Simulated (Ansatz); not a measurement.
CH$_{4}$BI, SMILES `BCI`, charge 0, multiplicity 1.

(1) Give a relaxed structure at PBE0-D4/def2-TZVP (Ansatz). (An estimate is asked.)

Answers

(1) Ansatz gave: 
Cartesian coordinates in Å:
```
B -0.6255 -0.5916 -0.1163
C 0.7158 0.1825 -0.1373
I -0.4326 1.6248 1.0311
H -1.4087 -0.4289 -1.0033
H -0.8276 -1.3875 0.7511
H 1.0367 0.7175 -1.0262
H 1.5419 -0.1169 0.5009
```
Point group Cs.
